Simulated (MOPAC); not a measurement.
Input for MOPAC: PM6 on C3H6O (SMILES C=CCO).

```
PM6 1SCF PRECISE CHARGE=0 THREADS=1
C3H6O

C      1.39715484 1     0.69076882 1     0.00460623 1
C      0.37611550 1     0.03508722 1     0.54190365 1
C     -0.64787932 1    -0.71786352 1    -0.24774846 1
O     -1.97087844 1    -0.23932620 1    -0.00326590 1
H      2.11408925 1     1.22919153 1     0.61110148 1
H      1.55652861 1     0.70421819 1    -1.06819965 1
H      0.22831970 1     0.03917033 1     1.61814436 1
H     -0.40346003 1    -0.67909198 1    -1.31616179 1
H     -0.66681937 1    -1.76794012 1     0.05211612 1
H     -1.98317071 1     0.70578573 1    -0.19249604 1
```

Output:

```
*******************************************************************************
 **                                                                           **
 **                              MOPAC v23.2.5                                **
 **                                                                           **
 *******************************************************************************
 ** MOPAC's Digital Object Identifier: https://doi.org/10.5281/zenodo.6511958 **
 **                                                                           **
 ** Please cite the open-source release paper for use of this MOPAC version:  **
 ** J. E. Moussa and J. J. P. Stewart (2026)                                  **
 ** MOPAC: An open-source semiempirical molecular orbital program             **
 ** J. Open Source Softw., 11(119), 8025, https://doi.org/10.21105/joss.08025 **
 *******************************************************************************

                              PM6 CALCULATION RESULTS

 *******************************************************************************
 *  PM6        - The PM6 Hamiltonian to be used
 *
 *
 *
 *                 CHARGE ON SYSTEM = 0
 *
 *
 *
 *  PRECISE    - TIGHTER CRITERIA TO BE USED
 *  1SCF       - DO 1 SCF AND THEN STOP
 *  THREADS=1  - MULTI-THREADING NOT USED
 *  T=         - A TIME OF 172800.0 SECONDS REQUESTED
 *  DUMP=N     - RESTART FILE WRITTEN EVERY 7200.0 SECONDS REQUESTED
 *******************************************************************************
PM6 1SCF PRECISE CHARGE=0 THREADS=1
 C3H6O

   ATOM   CHEMICAL          X               Y               Z
  NUMBER   SYMBOL      (ANGSTROMS)     (ANGSTROMS)     (ANGSTROMS)

     1       C          1.39715484  *   0.69076882  *   0.00460623  *
     2       C          0.37611550  *   0.03508722  *   0.54190365  *
     3       C         -0.64787932  *  -0.71786352  *  -0.24774846  *
     4       O         -1.97087844  *  -0.23932620  *  -0.00326590  *
     5       H          2.11408925  *   1.22919153  *   0.61110148  *
     6       H          1.55652861  *   0.70421819  *  -1.06819965  *
     7       H          0.22831970  *   0.03917033  *   1.61814436  *
     8       H         -0.40346003  *  -0.67909198  *  -1.31616179  *
     9       H         -0.66681937  *  -1.76794012  *   0.05211612  *
    10       H         -1.98317071  *   0.70578573  *  -0.19249604  *



          CARTESIAN COORDINATES

    NO.       ATOM           X           Y           Z

     1         C          1.3972      0.6908      0.0046
     2         C          0.3761      0.0351      0.5419
     3         C         -0.6479     -0.7179     -0.2477
     4         O         -1.9709     -0.2393     -0.0033
     5         H          2.1141      1.2292      0.6111
     6         H          1.5565      0.7042     -1.0682
     7         H          0.2283      0.0392      1.6181
     8         H         -0.4035     -0.6791     -1.3162
     9         H         -0.6668     -1.7679      0.0521
    10         H         -1.9832      0.7058     -0.1925

 General Reference for PM6:
 "Optimization of Parameters for Semiempirical Methods V: Modification of NDDO Approximations
 and Application to 70 Elements", J. J. P. Stewart, J. Mol. Mod., 13, 1173-1213 (2007)
 URL: https://link.springer.com/article/10.1007/s00894-007-0233-4

           Empirical Formula: C3 H6 O  =    10 atoms



      MOLECULAR POINT GROUP   :   C1


      RHF CALCULATION, NO. OF DOUBLY OCCUPIED LEVELS = 12


 -------------------------------------------------------------------------------
 PM6 1SCF PRECISE CHARGE=0 THREADS=1
 C3H6O



     1SCF WAS SPECIFIED, SO BFGS WAS NOT USED
     SCF FIELD WAS ACHIEVED


                              PM6 CALCULATION
                                                       MOPAC v23.2.5 Linux




          FINAL HEAT OF FORMATION =        -32.06312 KCAL/MOL =    -134.15207 KJ/MOL


          COSMO AREA              =        102.38 SQUARE ANGSTROMS
          COSMO VOLUME            =         85.42 CUBIC ANGSTROMS

          IONIZATION POTENTIAL    =         10.515623 EV
          HOMO LUMO ENERGIES (EV) =        -10.516  0.646
          NO. OF FILLED LEVELS    =         12
          MOLECULAR WEIGHT        =         58.0798         POINT GROUP:  C1

          MOLECULAR DIMENSIONS (Angstroms)

            Atom       Atom       Distance
            H     5    O     4     4.38417
            H     6    H     7     2.87195
            H     9    H    10     2.75652


          SCF CALCULATIONS        =          1





   ATOM   CHEMICAL          X               Y               Z
  NUMBER   SYMBOL      (ANGSTROMS)     (ANGSTROMS)     (ANGSTROMS)

     1       C          1.39715484  *   0.69076882  *   0.00460623  *
     2       C          0.37611550  *   0.03508722  *   0.54190365  *
     3       C         -0.64787932  *  -0.71786352  *  -0.24774846  *
     4       O         -1.97087844  *  -0.23932620  *  -0.00326590  *
     5       H          2.11408925  *   1.22919153  *   0.61110148  *
     6       H          1.55652861  *   0.70421819  *  -1.06819965  *
     7       H          0.22831970  *   0.03917033  *   1.61814436  *
     8       H         -0.40346003  *  -0.67909198  *  -1.31616179  *
     9       H         -0.66681937  *  -1.76794012  *   0.05211612  *
    10       H         -1.98317071  *   0.70578573  *  -0.19249604  *

                             CARTESIAN COORDINATES

   1    C        1.397154840     0.690768820     0.004606230
   2    C        0.376115500     0.035087220     0.541903650
   3    C       -0.647879320    -0.717863520    -0.247748460
   4    O       -1.970878440    -0.239326200    -0.003265900
   5    H        2.114089250     1.229191530     0.611101480
   6    H        1.556528610     0.704218190    -1.068199650
   7    H        0.228319700     0.039170330     1.618144360
   8    H       -0.403460030    -0.679091980    -1.316161790
   9    H       -0.666819370    -1.767940120     0.052116120
  10    H       -1.983170710     0.705785730    -0.192496040


           Empirical Formula: C3 H6 O  =    10 atoms



      MOLECULAR POINT GROUP   :   C1


                  EIGENVALUES
 -30.29737 -27.70978 -24.30917 -20.12177 -18.22123 -15.62879 -15.38227 -15.19285
 -12.88637 -12.23754 -10.93117 -10.51562   0.64595   2.83971   3.78945   4.94954
   5.31494   5.53287   5.64644   5.88179   6.11958   6.18513


              NET ATOMIC CHARGES AND DIPOLE CONTRIBUTIONS

  ATOM NO.   TYPE          CHARGE      No. of ELECS.   s-Pop       p-Pop
    1          C          -0.315388        4.3154     1.12274     3.19265
    2          C          -0.183461        4.1835     1.11938     3.06408
    3          C          -0.011165        4.0112     1.08333     2.92784
    4          O          -0.523824        6.5238     1.81853     4.70529
    5          H           0.155756        0.8442     0.84424
    6          H           0.150822        0.8492     0.84918
    7          H           0.154825        0.8452     0.84517
    8          H           0.117946        0.8821     0.88205
    9          H           0.150124        0.8499     0.84988
   10          H           0.304364        0.6956     0.69564
 DIPOLE           X         Y         Z       TOTAL
 POINT-CHG.     1.816     0.394    -0.566     1.943
 HYBRID        -0.109     0.405    -0.033     0.421
 SUM            1.707     0.800    -0.599     1.978


          ATOMIC ORBITAL ELECTRON POPULATIONS

     Atom    s        px        py        pz
    1  C   1.12274   1.04511   1.02326   1.12428
    2  C   1.11938   0.98631   0.98953   1.08824
    3  C   1.08333   0.80039   1.05407   1.07338
    4  O   1.81853   1.37771   1.39718   1.93040
    5  H   0.84424
    6  H   0.84918
    7  H   0.84517
    8  H   0.88205
    9  H   0.84988
   10  H   0.69564

 **********************
 *                    *
 * JOB ENDED NORMALLY *
 *                    *
 **********************




 == MOPAC DONE ==
```

The run finished.

Cost: about 0.020 core-seconds (a rough figure).
